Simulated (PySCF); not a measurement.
Sr: excitation energy

Sr [Kr] 5s2 (1S) → Sr [Kr] 5s1 5p1 (3P), as a difference of total energies. Computed with PySCF 2.14 in aug-cc-pwCVTZ-X2C with one added diffuse shell each of s, p, d, f type (11s10p8d4f, 109 functions), with scalar relativity by spin-free X2C-1e. Correlated levels: valence: [Kr] frozen; valence and next inner shell: [Ar] 3d10 frozen. The calculations carry no spin-orbit coupling.

```csv
method,excitation energy (cm⁻¹),error (cm⁻¹)
UHF,7830.1,-6872
LDA,15507,+804
PBE,14073,-629
PBE0,13228,-1475
r2SCAN,11957,-2746
TPSSh,13183,-1520
CAM-B3LYP,14809,+106
MP2 (valence),11618,-3085
SCS-MP2 (valence),12694,-2008
MP2 (valence and next inner shell),14360,-343
SCS-MP2 (valence and next inner shell),14849,+146
```

Reference: 14703 cm⁻¹ (measured; NIST levels, between the centres of gravity of the two terms).

Errors of the correlated levels include the incompleteness of this basis and the frozen core.
